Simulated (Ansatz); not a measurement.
A nudged elastic band was laid between two geometries of CH6Si + FH + FH (12 atoms, charge 0, multiplicity 1).

The calculation used RKS CAM-B3LYP-D4/def2-mTZVP in Ansatz.

| Property | Result |
| --- | --- |
| movable images | 7 |
| climbing image | yes |
| spring | 5.0 eV/Å² |
| optimiser | quadratic models (default) |
| start path | through a guess of the saddle point |
| force threshold | 0.05 eV/Å |
| iteration limit | 60 |
| end points | relaxed |

Initial state:

```xyz
12
Properties=species:S:1:pos:R:3
Si -0.550 -1.091 -0.578
H 0.419 -1.370 0.532
H -0.469 -2.273 -1.462
H -1.887 -1.032 0.045
C -0.082 0.492 -1.442
H 0.401 1.431 2.051
F -0.194 1.987 1.577
H 1.027 -0.613 1.740
F 1.297 0.001 2.407
H -0.763 0.696 -2.268
H -0.127 1.333 -0.752
H 0.927 0.440 -1.852
```

Final state:

```xyz
12
Properties=species:S:1:pos:R:3
Si -1.299 -0.306 -0.276
H 2.050 -1.814 0.734
H -1.054 -1.758 -0.233
H -2.692 -0.028 -0.670
C -0.058 0.606 -1.302
H 0.330 0.813 1.928
F -1.161 0.223 1.269
H 2.031 -1.175 1.119
F 1.238 1.041 1.998
H -0.074 0.252 -2.335
H -0.263 1.677 -1.317
H 0.952 0.467 -0.916
```

(1) What changes between the two ends?

(2) What energy profile does the band end with?

(3) What is the geometry of the highest image?

## Answers

(1) Bonds broken: Si1–H2, H6–F7, H8–F9. Bonds formed: Si1–F7, H2–H8, H6–F9. CH6Si + FH + FH becomes CH5FSi + FH + H2.

(2) The forces met the threshold. The highest image is number 3 of 0 to 8, 32.1 kcal/mol above the first end and 57.8 kcal/mol above the last; the last end lies 25.6 kcal/mol below the first. Neighbouring images differ by up to 1.4 eV, so the band resolves the path poorly. A vibrational analysis at the climbing image gives one clearly imaginary mode, 1202i cm⁻¹: a first-order saddle point. The orbitals stay closed-shell, which can raise the energy where a bond breaks towards radicals; this wasn't checked here.

| image | path coordinate (Å) | energy (kcal/mol) | Si1–H2 (Å) | H6–F7 (Å) | H8–F9 (Å) |
| --- | --- | --- | --- | --- | --- |
| 0 | 0.00 | 0.0 | 1.50 | 0.94 | 0.95 |
| 1 | 0.81 | 0.4 | 1.50 | 0.94 | 0.95 |
| 2 | 1.61 | 4.7 | 1.50 | 0.95 | 0.96 |
| 3 | 2.42 | 32.1 | 1.69 | 1.16 | 1.27 |
| 4 | 3.24 | 0.7 | 2.20 | 1.51 | 1.79 |
| 5 | 4.05 | -19.9 | 2.72 | 1.67 | 2.16 |
| 6 | 4.87 | -24.8 | 3.32 | 1.74 | 2.45 |
| 7 | 5.69 | -25.4 | 3.61 | 1.73 | 2.51 |
| 8 | 6.50 | -25.6 | 3.81 | 1.73 | 2.51 |

(3) 
```xyz
12
Properties=species:S:1:pos:R:3
Si -0.618 -0.565 -0.204
H 0.599 -1.203 0.785
H -0.425 -1.898 -0.849
H -2.002 -0.635 0.286
C -0.064 0.650 -1.497
H 0.444 0.704 1.886
F -0.453 0.871 1.162
H 1.010 -0.732 1.450
F 1.318 0.146 2.308
H -0.464 0.356 -2.469
H -0.370 1.668 -1.272
H 1.024 0.638 -1.587
```

Time of the run: 7.3 min on 4 threads of Arm Neoverse N1, on a shared host, peak memory 0.27 GiB.
